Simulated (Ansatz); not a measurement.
Relaxation of CH6GaNO (10 atoms, charge 0, multiplicity 1), to a largest force component of 0.03 eV/Å in at most 50 steps.

These are results of RKS PBE/def2-SVP in Ansatz 0.2.0, not measurements.

```xyz
10
Properties=species:S:1:pos:R:3
Ga -0.270 -1.164 -0.235
N -0.306 1.969 -0.973
O -1.077 -0.987 -1.688
H -0.784 1.261 -1.552
C 0.640 -1.506 1.450
H -1.010 2.676 -0.721
H 0.371 2.440 -1.586
H 0.464 -2.551 1.770
H 0.248 -0.805 2.212
H 1.725 -1.331 1.323
```

Problem. Where does it end, and by what steps?

Solution. It converged. After 8 steps the energy has fallen by 0.375 eV; H7 moved furthest, 0.80 Å. Joined: Ga1–N2.

```csv
step,energy less start (eV),largest force component (eV/Å),accepted
0,0.0000,0.278,yes
1,-0.1068,0.440,yes
2,-0.2361,0.455,yes
3,-0.3235,0.609,yes
4,-0.3498,0.402,yes
5,-0.3700,0.224,yes
6,-0.3729,0.172,yes
7,-0.3746,0.053,yes
8,-0.3750,0.020,yes
```

```xyz
10
Properties=species:S:1:pos:R:3
Ga -0.371 -0.798 -0.418
N -0.260 1.429 -0.802
O -1.247 -1.025 -1.848
H -0.797 1.213 -1.664
C 0.574 -1.150 1.265
H -0.801 2.097 -0.235
H 0.624 1.883 -1.069
H 0.458 -2.212 1.557
H 0.168 -0.508 2.071
H 1.652 -0.928 1.144
```

Whether the end is a true minimum wasn't checked by a vibrational analysis.

The run took 17 s on 2 threads of Arm Neoverse V2 (shared host), peak memory 0.15 GiB.
